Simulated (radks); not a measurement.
Spherical quantum dot in the effective-mass picture: electrons in a hard-walled sphere of radius 8.46, all in effective atomic units (hartree* = m*/eps^2 hartree, bohr* = eps/m* bohr), one dielectric constant everywhere. Method: non-relativistic Kohn-Sham, PBEsol, spin-polarised, spherical densities; computed with a radial shooting solver with Libxc functionals. Levels are named by radial order and angular momentum (1s, 1p, 1d, 2s, ...), and open shells are averaged over m.

N = 10, configuration 1s2 1p6 1d(up 2, down 0). This is the lowest configuration that the search found. Occupied levels:

level,occupation,eigenvalue (hartree*),<r> (bohr*)
1s up,1,1.4716,5.826
1s down,1,1.4855,5.781
1p up,3,1.5058,5.982
1p down,3,1.5204,5.953
1d up,2,1.5672,6.141

Energy (hartree*): total 7.95848, kinetic 1.9114, external 0, Hartree 7.7068, exchange-correlation -1.6598.
